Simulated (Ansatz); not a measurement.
Breaking a bond: BH (anion, charge -1), lowest doublet found (which spin is the ground state isn't settled by this scan).

UKS-PBE = unrestricted PBE/aug-cc-pVTZ (Ansatz, a quantum-chemistry and plane-wave program); FCI = full CI/aug-cc-pVTZ, frozen core in Ansatz.

Energies relative to the lowest point of each curve between 1.01 and 1.54 Å, where full CI is lowest, in kcal/mol; the last columns give the error against full CI:

| R / Å | UKS-PBE | FCI | UKS-PBE − FCI |
|---|---|---|---|
| 0.82 | 86.5 | 86.1 | 0.4 |
| 0.90 | 48.3 | 47.7 | 0.6 |
| 0.95 | 32.2 | 31.5 | 0.7 |
| 1.01 | 18.5 | 17.9 | 0.7 |
| 1.04 | 13.6 | 12.9 | 0.6 |
| 1.10 | 6.5 | 5.9 | 0.5 |
| 1.13 | 4.1 | 3.6 | 0.4 |
| 1.16 | 2.3 | 2.0 | 0.4 |
| 1.20 | 0.8 | 0.6 | 0.2 |
| 1.24 | 0.1 | 0.0 | 0.1 |
| 1.29 | 0.0 | 0.1 | -0.1 |
| 1.37 | 1.4 | 1.8 | -0.4 |
| 1.45 | 3.9 | 4.6 | -0.7 |
| 1.54 | 7.6 | 8.6 | -1.0 |
| 1.69 | 14.5 | 15.7 | -1.2 |
| 1.84 | 21.4 | 22.6 | -1.2 |
| 2.02 | 28.9 | 30.0 | -1.1 |
| 2.25 | 37.0 | 37.8 | -0.8 |
| 2.52 | 44.3 | 44.8 | -0.5 |
| 2.85 | 50.8 | 51.1 | -0.3 |
| 3.30 | 56.1 | 57.0 | -1.0 |
| 3.90 | 59.0 | 61.8 | -2.8 |

UKS-PBE is furthest from FCI at 3.90 (-2.8 kcal/mol, below); its mean absolute error over the points is 0.7 kcal/mol.

The unrestricted determinant behind UKS-PBE is spin-contaminated at 0.82 to 1.04, 3.30 to 3.90 Å (<S²> up to 1.1, against 0.75 for a pure doublet). Where the anion isn't bound against loss of the electron, the finite basis alone holds it.
